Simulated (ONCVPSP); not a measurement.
Cutoff test, arsenic, ONCV

| Property | Result |
| --- | --- |
| Element | As (Z = 33) |
| Generator | ONCVPSP 4.0.1 |
| Type | optimised norm-conserving Vanderbilt (ONCV) |
| Functional | PBE |
| Relativity | scalar-relativistic |
| Frozen core | [Ne] |
| Valence charge | 23 |
| Reference configuration | 3s2 3p6 3d10 4s2 4p2.5 (charge +0.5) |
| Partial waves | 3s+4s: rc 1.10 bohr, ncon 4, nbas 8, qcut 14.3 1/bohr, 3 projectors, debl 0.5 Ha; 3p+4p: rc 1.05 bohr, ncon 4, nbas 8, qcut 16.7 1/bohr, 2 projectors; 3d: rc 1.25 bohr, ncon 3, nbas 7, qcut 13.2 1/bohr, 1 projector; f scattering state at 0.36 Ha: rc 1.30 bohr, ncon 3, nbas 6, qcut 8.9 1/bohr, 2 projectors, debl 0.6 Ha |
| Local potential | polynomial inside 0.70 bohr (lpopt 5, dvloc0 0 Ha) |
| Core correction | Teter function, fcfact 1.75, rcfact 1.1 |

In the s channel the program set the typed energies aside and used -7.164, -0.689, 0.250 Ha.

Question: For each optimised wave give the share of its norm inside rc, the residual kinetic energy above qcut (Ha) and the cutoffs (Ha) for errors of 10, 1, 0.1 and 0.01 mHa per electron.

Answer:

| wave | norm inside rc | residual KE | 10 mHa | 1 mHa | 0.1 mHa | 0.01 mHa |
| --- | --- | --- | --- | --- | --- | --- |
| 3s | 0.973 | 2.3e-08 | 41.1 | 57.4 | 69.5 | 79.5 |
| 4s | 0.090 | 2.6e-08 | 32.0 | 54.0 | 68.9 | 80.7 |
| s projector 3 | 0.035 | 1.2e-08 | 14.6 | 47.8 | 64.6 | 77.7 |
| 3p | 0.943 | 1.0e-08 | 56.2 | 71.8 | 86.3 | 99.1 |
| 4p | 0.038 | 3.0e-10 | 38.8 | 55.3 | 70.0 | 83.3 |
| 3d | 0.932 | 2.2e-06 | 59.6 | 68.8 | 76.1 | 82.2 |
| f projector 1 | 0.001 | 2.6e-07 | 2.2 | 6.3 | 16.5 | 27.0 |
| f projector 2 | 0.009 | 2.9e-06 | 6.3 | 16.6 | 27.5 | 35.7 |

The occupied waves need 72 Ha and 86 Ha for 1 and 0.1 mHa. Rows with under 1 % of the norm inside rc give no meaningful cutoff. Its largest configuration-test error is -468 meV.
